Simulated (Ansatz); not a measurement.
`CC(Br)Br` + `BS` → `CC(Br)BS` + HBr  (formal exchange of groups at a C–Br bond)

Gas-phase electronic energies from Ansatz, PBE0-D4/def2-TZVP geometries. CCSD(T)/CBS adds triple-zeta CCSD(T) − MP2 to the extrapolated MP2 energy (def2 sets, frozen cores). This one scheme is used for every species. Functionals use def2-TZVPP. B3LYP here is the variant with VWN-RPA as its local correlation; programs differ in this. For Br outer-core shells are correlated without core-valence functions, which leaves a few kJ/mol of doubt a bond. Scalar relativity is left out up to krypton. One conformer a species, not always the lowest.

```json
{"level": "PBE-D4", "ΔE (kJ/mol)": "-66.7", "difference from CCSD(T)/CBS": "-0.8"}
{"level": "r2SCAN-D4", "ΔE (kJ/mol)": "-68.3", "difference from CCSD(T)/CBS": "-2.4"}
{"level": "PBE0-D4", "ΔE (kJ/mol)": "-69.7", "difference from CCSD(T)/CBS": "-3.8"}
{"level": "B3LYP-D4", "ΔE (kJ/mol)": "-65.7", "difference from CCSD(T)/CBS": "0.2"}
{"level": "ωB97X-V", "ΔE (kJ/mol)": "-63.7", "difference from CCSD(T)/CBS": "2.2"}
{"level": "ωB97M-V", "ΔE (kJ/mol)": "-66.7", "difference from CCSD(T)/CBS": "-0.8"}
{"level": "B2PLYP", "ΔE (kJ/mol)": "-61.7", "difference from CCSD(T)/CBS": "4.2"}
{"level": "r2SCAN", "ΔE (kJ/mol)": "-66.9", "difference from CCSD(T)/CBS": "-1.0"}
{"level": "PBE0", "ΔE (kJ/mol)": "-65.9", "difference from CCSD(T)/CBS": "0.0"}
{"level": "B3LYP", "ΔE (kJ/mol)": "-59.7", "difference from CCSD(T)/CBS": "6.2"}
{"level": "CCSD/def2-TZVPP", "ΔE (kJ/mol)": "-67.1", "difference from CCSD(T)/CBS": "-1.2"}
{"level": "CCSD(T)/def2-TZVPP", "ΔE (kJ/mol)": "-67.4", "difference from CCSD(T)/CBS": "-1.5"}
{"level": "HF/def2-QZVPP", "ΔE (kJ/mol)": "-60.2", "difference from CCSD(T)/CBS": "5.7"}
{"level": "MP2/def2-QZVPP", "ΔE (kJ/mol)": "-64.2", "difference from CCSD(T)/CBS": "1.7"}
{"level": "HF/CBS(def2)", "ΔE (kJ/mol)": "-60.2", "difference from CCSD(T)/CBS": "5.7"}
{"level": "MP2/CBS(def2)", "ΔE (kJ/mol)": "-63.6", "difference from CCSD(T)/CBS": "2.3"}
{"level": "CCSD(T)/CBS", "ΔE (kJ/mol)": "-65.9", "difference from CCSD(T)/CBS": "0"}
```

Largest T1 diagnostic among the species: 0.015.

From PBE to PBE0 (25 % exact exchange), in def2-TZVPP and without D4, ΔE moves by −3.2 kJ/mol. The D4 term adds −6.0 kJ/mol with B3LYP and −3.8 kJ/mol with PBE0; it sums over pairs of atoms, weighted by their polarisabilities, and B3LYP, whose exchange is more repulsive, gets the larger term. In def2-TZVPP, CCSD(T) changes the Hartree–Fock value by −7.1 kJ/mol (the triples alone add −0.3 kJ/mol) and MP2 by −4.8 kJ/mol.
